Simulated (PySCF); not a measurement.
# `CC[As]1CC(C)C1`, C6H13As

Molfile (atoms numbered from 1):
```
C6H13As
     RDKit          3D

 20 20  0  0  0  0  0  0  0  0999 V2000
    2.9926    0.7247   -0.4628 C   0  0  0  0  0  0  0  0  0  0  0  0
    1.9287   -0.3584   -0.5955 C   0  0  0  0  0  0  0  0  0  0  0  0
    0.8436   -0.5243    1.0738 As  0  0  0  0  0  3  0  0  0  0  0  0
   -0.7409   -1.4180    0.2552 C   0  0  0  0  0  0  0  0  0  0  0  0
   -1.3148   -0.0855   -0.2496 C   0  0  0  0  0  0  0  0  0  0  0  0
   -2.8256    0.0471   -0.1361 C   0  0  0  0  0  0  0  0  0  0  0  0
   -0.5130    0.8738    0.6418 C   0  0  0  0  0  0  0  0  0  0  0  0
    3.5771    0.8160   -1.3778 H   0  0  0  0  0  0  0  0  0  0  0  0
    2.5286    1.6891   -0.2549 H   0  0  0  0  0  0  0  0  0  0  0  0
    3.6707    0.4926    0.3591 H   0  0  0  0  0  0  0  0  0  0  0  0
    2.4082   -1.3223   -0.7890 H   0  0  0  0  0  0  0  0  0  0  0  0
    1.2755   -0.1404   -1.4425 H   0  0  0  0  0  0  0  0  0  0  0  0
   -0.5570   -2.1653   -0.5178 H   0  0  0  0  0  0  0  0  0  0  0  0
   -1.3815   -1.8581    1.0217 H   0  0  0  0  0  0  0  0  0  0  0  0
   -1.0373    0.0638   -1.2973 H   0  0  0  0  0  0  0  0  0  0  0  0
   -3.3216   -0.6961   -0.7584 H   0  0  0  0  0  0  0  0  0  0  0  0
   -3.1421   -0.1008    0.8956 H   0  0  0  0  0  0  0  0  0  0  0  0
   -3.1475    1.0368   -0.4566 H   0  0  0  0  0  0  0  0  0  0  0  0
   -1.0815    1.1534    1.5306 H   0  0  0  0  0  0  0  0  0  0  0  0
   -0.1676    1.7826    0.1477 H   0  0  0  0  0  0  0  0  0  0  0  0
  1  2  1  0
  2  3  1  0
  3  4  1  0
  4  5  1  0
  5  6  1  0
  5  7  1  0
  7  3  1  0
  1  8  1  0
  1  9  1  0
  1 10  1  0
  2 11  1  0
  2 12  1  0
  4 13  1  0
  4 14  1  0
  5 15  1  0
  6 16  1  0
  6 17  1  0
  6 18  1  0
  7 19  1  0
  7 20  1  0
M  END
```

Method: PySCF 2.14.0, GIAO B97-2/pcSseg-1 magnetisability, rotational g tensor and spin-rotation constants, non-relativistic, gas phase. Geometry: GFN2-xTB.

The calculation is non-relativistic, which matters for the atoms heavier than Zn.

Task: Give the nuclear spin-rotation constants along the inertial axes (H = +C I·J) beside the isotropic shieldings.

Result: Rotational constants 3.3507, 1.1466, 1.0399 GHz. A star marks the isotopologue with that one atom substituted, in its own axes.
| atom | isotope | Caa (kHz) | Cbb (kHz) | Ccc (kHz) | mean (kHz) | σ (ppm) |
| --- | --- | --- | --- | --- | --- | --- |
| As3 | 75As | 5.940 | 1.752 | 1.623 | 3.105 | 1328.7 |
| H8 | 1H | -0.236 | -0.048 | -0.080 | -0.121 | 30.2 |
| H9 | 1H | -0.301 | -0.100 | -0.021 | -0.141 | 30.7 |
| H10 | 1H | -0.169 | -0.047 | -0.107 | -0.108 | 30.5 |
| H11 | 1H | -0.286 | -0.098 | -0.018 | -0.134 | 30.1 |
| H12 | 1H | -0.178 | -0.031 | -0.099 | -0.103 | 29.4 |
| H13 | 1H | -0.360 | -0.137 | 0.040 | -0.152 | 30.1 |
| H14 | 1H | -0.198 | -0.014 | -0.125 | -0.112 | 30.2 |
| H15 | 1H | -0.342 | 0.013 | -0.068 | -0.132 | 28.5 |
| H16 | 1H | -0.258 | -0.133 | -0.005 | -0.132 | 30.7 |
| H17 | 1H | -0.312 | -0.025 | -0.086 | -0.141 | 30.8 |
| H18 | 1H | -0.338 | -0.030 | -0.074 | -0.147 | 30.7 |
| H19 | 1H | -0.264 | -0.106 | -0.022 | -0.130 | 30.3 |
| H20 | 1H | -0.310 | 0.005 | -0.105 | -0.137 | 30.1 |
| C1 | 13C* | 0.450 | 0.158 | 0.141 | 0.250 | 172.1 |
| C2 | 13C* | 0.564 | 0.174 | 0.152 | 0.297 | 159.8 |
| C4 | 13C* | 0.500 | 0.180 | 0.183 | 0.287 | 156.7 |
| C5 | 13C* | 0.596 | 0.213 | 0.163 | 0.324 | 147.9 |
| C6 | 13C* | 0.446 | 0.196 | 0.177 | 0.273 | 157.3 |

For the geometry as given, no vibrational averaging.

Task: How do the rotational constants and the g tensor change when H8, H9, H10, H11, H12, H13, H14, H15, H16, H17, H18, H19, H20 are replaced by deuterium?

Result: Constants 2.6869, 0.9418, 0.8663 GHz; g -0.0089, -0.0049, -0.0037, against -0.0104, -0.0064, -0.0041 before.
